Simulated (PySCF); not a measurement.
A structure optimised at GFN2-xTB (Å):
```
atom  x, y, z in Å
C1     2.4514   -1.2850    0.0902
C2     1.2962   -1.0405   -0.1164
C3    -0.0715   -0.7271   -0.4027
F4    -0.7173   -1.7596   -1.0202
C5    -0.8581   -0.0725    0.7326
C6    -0.5378    1.3693    0.3605
S7    -0.1563    0.9232   -1.4172
O8    -1.4140    0.9414   -2.1411
H9     3.4585   -1.5033    0.2860
H10   -1.9174   -0.2887    0.5909
H11   -0.5592   -0.3836    1.7349
H12   -1.3483    2.0839    0.4580
H13    0.3695    1.7429    0.8267
```

Charge 0, singlet.

Task: Which heavy atoms are bonded, and with what formal order?

Result: C1–C2 1.20 Å (triple); C2–C3 1.43 Å (single); C3–F4 1.37 Å (single); C3–C5 1.53 Å (single); C5–C6 1.52 Å (single); C6–S7 1.87 Å (single); S7–O8 1.45 Å (double); C3–S7 1.94 Å (single). Bonds to hydrogen (Å): C1–H9 1.05; C5–H10 1.09; C5–H11 1.09; C6–H12 1.08; C6–H13 1.09. The orders are those of one drawing; other resonance forms can be drawn.

Task: Write the SMILES.

Result: `C#C[C@@]1(F)CC[S@@]1=O`, C5H5FOS. Among its features: alkyne, sulfoxide and C–F bond.

Task: What is the point group of this geometry?

Result: C1 (no symmetry element, even within 0.4 Å).

Task: Which rings does it hold (smallest set)?

Result: C3–C5–C6–S7 (4 members, 0.14 Å rms from planarity).

Task: Classify the heavy atoms.

Result: C1: terminal alkyne carbon; C2: alkyne carbon; C3: sp3 C–F carbon; F4: alkyl fluorine; C5: four-membered-ring carbon; C6: sp3 carbon bound to sulfur; S7: sulfinyl sulfur; O8: sulfinyl oxygen.

Task: What is the arrangement about C6?

Result: It has 4 neighbours (C5, S7, H12, H13) and has angles from 92.8° to 116.4°.

Task: What is the arrangement about S7?

Result: It has 3 neighbours (C6, O8, C3) and is pyramidal (angles 108.0°, 107.1° and 73.4°, sum 288.6°, 0.83 Å off the plane of its three neighbours).

All values are computed, not measured.
